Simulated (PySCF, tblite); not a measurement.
C₄H₆F₂OS.
Atom-mapped SMILES: `[CH3:1]/[CH:2]=[C:3](\[F:4])[S@:5](=[O:6])[CH2:7][F:8]` (hydrogens: H9, H10, H11 on C1; H12 on C2; H13, H14 on C7)

Computed with GFN2-xTB (tblite), gas phase: Langevin dynamics at 300 K from the optimised GFN2-xTB geometry, time step 0.5 fs, friction 0.01 fs⁻¹, 2000 steps. Over the second half of the run the saved frames average 264 K.

Frame at 250 fs, instantaneous temperature 247 K:
```
atom  x, y, z in Å
C1     -2.285    0.205   -0.189
C2     -0.983   -0.527    0.076
C3      0.040   -0.407   -0.715
F4      0.043    0.494   -1.755
S5      1.696   -1.173   -0.631
O6      1.340   -2.272    0.284
C7      2.228    0.041    0.682
F8      2.636    1.165    0.099
H9     -2.968   -0.384   -0.789
H10    -2.631    0.452    0.809
H11    -2.227    1.098   -0.796
H12    -0.978   -1.126    0.934
H13     3.072   -0.450    1.141
H14     1.397    0.141    1.442
```

Frame at 425 fs, instantaneous temperature 279 K:
```
atom  x, y, z in Å
C1     -2.217   -0.371   -0.608
C2     -0.892   -0.826   -0.162
C3      0.254   -0.443   -0.653
F4      0.540    0.452   -1.637
S5      1.776   -1.392   -0.215
O6      1.250   -2.511    0.589
C7      2.509   -0.123    1.004
F8      2.567    1.083    0.390
H9     -2.988   -1.123   -0.470
H10    -2.418    0.463   -0.003
H11    -2.005   -0.005   -1.612
H12    -0.855   -1.568    0.613
H13     3.504   -0.470    1.186
H14     1.877    0.006    1.935
```

Frame at 625 fs, instantaneous temperature 256 K:
```
atom  x, y, z in Å
C1     -2.112   -0.074   -0.294
C2     -0.847   -0.786   -0.190
C3      0.373   -0.436   -0.523
F4      0.684    0.578   -1.310
S5      1.856   -1.230   -0.043
O6      1.307   -2.422    0.685
C7      2.523    0.112    1.195
F8      3.271    1.020    0.538
H9     -2.206    0.587   -1.152
H10    -2.929   -0.726   -0.400
H11    -2.139    0.535    0.629
H12    -0.797   -1.693    0.525
H13     3.286   -0.286    1.860
H14     1.716    0.748    1.679
```

Frame at 800 fs, instantaneous temperature 227 K:
```
atom  x, y, z in Å
C1     -1.953   -0.116   -0.249
C2     -0.677   -0.786    0.035
C3      0.464   -0.373   -0.466
F4      0.529    0.692   -1.331
S5      2.021   -1.192    0.070
O6      1.434   -2.092    1.074
C7      2.698    0.226    1.152
F8      3.786    0.787    0.534
H9     -2.523   -0.101    0.681
H10    -1.788    0.943   -0.594
H11    -2.456   -0.681   -0.995
H12    -0.745   -1.714    0.660
H13     2.902   -0.248    2.094
H14     1.978    0.996    1.324
```

Frame at 1000 fs, instantaneous temperature 226 K:
```
atom  x, y, z in Å
C1     -2.039   -0.042   -0.029
C2     -0.710   -0.744    0.049
C3      0.452   -0.224   -0.303
F4      0.522    0.937   -0.993
S5      1.961   -1.106   -0.203
O6      1.562   -2.335    0.536
C7      2.509    0.114    1.240
F8      3.889    0.017    1.391
H9     -2.226    0.460    0.924
H10    -2.038    0.710   -0.739
H11    -2.779   -0.765   -0.279
H12    -0.632   -1.752    0.519
H13     2.022   -0.212    2.154
H14     2.332    1.176    1.014
```

**Question.** What do single points at PBE0/pcSseg-1 (PySCF, gas phase) give on these frames?

**Answer.** 
```json
{"t (fs)": "250", "GFN2-xTB E above start (eV)": "0.53", "DFT E above lowest frame (eV)": "0.39", "HOMO (eV)": "-7.27", "LUMO (eV)": "-0.88", "dipole (D)": "1.87"}
{"t (fs)": "425", "GFN2-xTB E above start (eV)": "0.37", "DFT E above lowest frame (eV)": "0.09", "HOMO (eV)": "-7.12", "LUMO (eV)": "-0.58", "dipole (D)": "1.54"}
{"t (fs)": "625", "GFN2-xTB E above start (eV)": "0.71", "DFT E above lowest frame (eV)": "0.41", "HOMO (eV)": "-7.08", "LUMO (eV)": "-0.85", "dipole (D)": "2.56"}
{"t (fs)": "800", "GFN2-xTB E above start (eV)": "0.32", "DFT E above lowest frame (eV)": "0.08", "HOMO (eV)": "-7.31", "LUMO (eV)": "-0.62", "dipole (D)": "1.98"}
{"t (fs)": "1000", "GFN2-xTB E above start (eV)": "0.32", "DFT E above lowest frame (eV)": "0.00", "HOMO (eV)": "-7.35", "LUMO (eV)": "-0.90", "dipole (D)": "3.34"}
```

Both levels order the frames alike by energy; measured from each level's lowest frame they differ by 0.18 eV at most. The HOMO–LUMO gap runs from 6.23 to 6.69 eV. These are instantaneous structures, not minima.

**Question.** And the isotropic GIAO shieldings (ppm) from the same runs?

**Answer.** 
| atom | 250 fs | 425 fs | 625 fs | 800 fs | 1000 fs | mean | range |
| --- | --- | --- | --- | --- | --- | --- | --- |
| C1 | 175.2 | 178.8 | 176.6 | 171.9 | 177.6 | 176.0 | 6.9 |
| C2 | 82.3 | 75.7 | 74.4 | 67.5 | 63.3 | 72.6 | 19.0 |
| C3 | 1.4 | 10.0 | 24.1 | 8.6 | 21.0 | 13.0 | 22.7 |
| F4 | 266.6 | 291.6 | 308.1 | 299.9 | 310.3 | 295.3 | 43.7 |
| S5 | 169.7 | 159.7 | 152.6 | 144.8 | 158.2 | 157.0 | 24.9 |
| O6 | 318.5 | 270.9 | 268.8 | 281.2 | 276.5 | 283.2 | 49.7 |
| C7 | 69.2 | 78.2 | 73.2 | 71.5 | 55.5 | 69.5 | 22.7 |
| F8 | 388.9 | 400.8 | 387.2 | 393.4 | 372.3 | 388.5 | 28.5 |
| H9 | 29.8 | 29.7 | 29.2 | 29.8 | 29.8 | 29.7 | 0.6 |
| H10 | 30.0 | 30.7 | 30.4 | 28.3 | 30.5 | 30.0 | 2.4 |
| H11 | 29.4 | 28.8 | 29.2 | 30.2 | 30.4 | 29.6 | 1.6 |
| H12 | 26.2 | 25.3 | 24.4 | 24.1 | 24.7 | 24.9 | 2.1 |
| H13 | 26.3 | 26.2 | 25.3 | 27.1 | 26.7 | 26.3 | 1.8 |
| H14 | 26.1 | 25.9 | 25.1 | 26.2 | 25.4 | 25.7 | 1.1 |

What follows is the cost of the whole dynamics run. On one thread, Arm Neoverse V1 (aarch64), no GPU (shared host), this took 12 s of wall time and 0.19 GiB of memory at its peak.
